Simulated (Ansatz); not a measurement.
Frontier orbitals of CH5F2MoNO2 (`C[N]=[Mo]([OH])([OH])([F])[F]`).

```xyz
12

C    -1.8998   -0.7937   -0.1513
N    -0.5538   -0.4253    0.0765
Mo    0.9293    0.3510    0.2888
O     2.3041   -0.8893    0.0428
O     0.7528    2.2261    0.4960
F     1.1680    0.8583   -1.5333
F     1.1163    0.3241    2.1395
H    -2.0473   -1.8510    0.0864
H    -2.5692   -0.1915    0.4698
H    -2.1504   -0.6291   -1.2044
H     2.2062   -1.7337   -0.4033
H     0.7438    2.7540   -0.3076
```

The species carries charge 0 and has multiplicity 1. Correlated methods include outer-core shells of Mo, which these sets cover unevenly. Mo takes the def2 core potential. The structure was optimised at the PBE0-D4/def2-TZVP level. It is one conformer, not always the lowest. Basis def2-TZVPP, the Gaussian-basis code of Ansatz.

```csv
functional,HOMO (eV),LUMO (eV)
PBE,-7.03,-3.79
```

Problem. Give HOMO and LUMO (eV) with LDA (SPW92), revPBE, BLYP, r2SCAN, B97M-V, PBE0, B3LYP, r2SCANh, r2SCAN0, HSE06 (plane-wave form), BHLYP, CAM-B3LYP, LC-ωPBE, ωB97X-V, ωB97M-V. (Best estimate.)

Solution. Ansatz gave: 
```json
{"functional": "LDA (SPW92)", "HOMO": "-7.22", "LUMO": "-4.02"}
{"functional": "revPBE", "HOMO": "-6.95", "LUMO": "-3.71"}
{"functional": "BLYP", "HOMO": "-6.93", "LUMO": "-3.72"}
{"functional": "r2SCAN", "HOMO": "-7.37", "LUMO": "-3.81"}
{"functional": "B97M-V", "HOMO": "-7.45", "LUMO": "-3.79"}
{"functional": "PBE0", "HOMO": "-8.54", "LUMO": "-3.06"}
{"functional": "B3LYP", "HOMO": "-8.31", "LUMO": "-3.31"}
{"functional": "r2SCANh", "HOMO": "-7.93", "LUMO": "-3.52"}
{"functional": "r2SCAN0", "HOMO": "-8.78", "LUMO": "-3.06"}
{"functional": "HSE06 (plane-wave form)", "HOMO": "-8.14", "LUMO": "-3.44"}
{"functional": "BHLYP", "HOMO": "-9.97", "LUMO": "-2.14"}
{"functional": "CAM-B3LYP", "HOMO": "-9.95", "LUMO": "-1.97"}
{"functional": "LC-ωPBE", "HOMO": "-11.25", "LUMO": "-0.76"}
{"functional": "ωB97X-V", "HOMO": "-10.91", "LUMO": "-0.84"}
{"functional": "ωB97M-V", "HOMO": "-10.84", "LUMO": "-0.86"}
```

B3LYP here is the variant with VWN-RPA as its local correlation; programs differ in this. LC-ωPBE has ω = 0.4 bohr⁻¹.
